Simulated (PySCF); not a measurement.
These are PySCF with PBE0-D4/def2-TZVP values and carry that method's errors. All species are isolated molecules in the gas phase. One relaxed conformer stands for a flexible species; it need not be the lowest. Delta-SCF ions had no search for a lower state. Excitations are Tamm–Dancoff values on a coarser integration grid. The basis has no diffuse functions, so Rydberg states are missing or too high.

Reference species (SMILES): `O=C(O)[SiH2]Cl` (Si–C–O–H torsion -180°, O–C–Si–Cl torsion 179°) (neutral, multiplicity 1).

The S1 excitation (TDA) is 5.12 eV, the S1–T1 gap (TDA) is 0.76 eV and the LUMO is -1.03 eV. The vertical ionisation energy (Delta-SCF) is 10.29 eV.

Changed species: `[SiH3]Cl` (X = H; the reference has X = carboxy).

Question: What does the change do to the S1 excitation (TDA), S1–T1 gap (TDA), LUMO and vertical ionisation energy (Delta-SCF)?

Answer: the S1 excitation (TDA) goes up by 2.28 eV, to 7.40 eV; the S1–T1 gap (TDA) falls by 0.32 eV, to 0.44 eV; the LUMO rises by 0.95 eV, to -0.08 eV; the vertical ionisation energy (Delta-SCF) increases by 1.17 eV, to 11.46 eV.
